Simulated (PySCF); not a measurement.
Excitation energy of Ni by level of theory

Ni [Ar] 3d8 4s2 (3F) → Ni [Ar] 3d7 4s2 5s1 (5F), as a difference of total energies. Calculation: PySCF 2.14, in aug-cc-pVDZ (7s6p4d2f, 59 functions); the non-relativistic Hamiltonian (point nucleus). Correlated levels: valence: [Ar] frozen. The calculations carry no spin-orbit coupling.

```
           method  excitation energy (eV)
              UHF                   9.491
    MP2 (valence)                  11.526
SCS-MP2 (valence)                  11.422
   CCSD (valence)                  11.201
CCSD(T) (valence)                  11.276
```

Problem. How much does correlation contribute at CCSD(T) (valence)?

Solution. 11.276 − (9.491) = 1.785 eV, measured against UHF.

The upper state lies above the first ionisation limit, but in LS coupling its spin forbids autoionisation to the ground ion. A Rydberg-like electron needs more diffuse functions than a valence basis has.

The promoted electron is Rydberg-like, and one or two diffuse shells describe it only roughly, which tends to raise the upper state.
